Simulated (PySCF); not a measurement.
Worked example: chemical shift, span and skew from a shielding tensor

C₃H₃BO₂, SMILES C#CB(O)C=O. Atoms are numbered in the order given.

```xyz
9

C      0.8939     2.2924     0.0000
C      0.2572     1.2549     0.0000
B     -0.5394    -0.0515     0.0000
O     -1.8873    -0.0855     0.0000
C      0.1862    -1.4856     0.0000
O      1.3860    -1.6289     0.0000
H      1.4679     3.2023     0.0000
H     -2.2946     0.7886     0.0000
H     -0.4891    -2.3880     0.0000
```

Geometry optimised at PBE0-D3(BJ)/def2-SVP. This is a generated structure with no PubChem entry under its InChIKey; it may be hypothetical. The values are those of a single conformer.

GIAO shieldings from PBE/pcSseg-1 in PySCF, non-relativistic, no solvent. The symmetric part of the tensor of C2 has the principal values -10.0, -1.2, 281.9 ppm. The same nucleus in TMS has σ = 182.0 ppm at this level (PySCF, at its B3LYP-D3(BJ)/def2-TZVP geometry).

Task: Work out the isotropic shielding, the ¹³C shift against TMS, the span and the skew.

Result: 
σ(iso) = (σ11 + σ22 + σ33)/3 = 90.2 ppm. δ = σ(ref) − σ(iso) = 182.0 − (90.2) = 91.8 ppm.
Span Ω = σ33 − σ11 = 291.9 ppm. Skew κ = 3(σ(iso) − σ22)/Ω = 0.94. Tumbling in solution averages the tensor to δ; in a static solid the shielding alone would spread this spin-1/2 line over Ω.
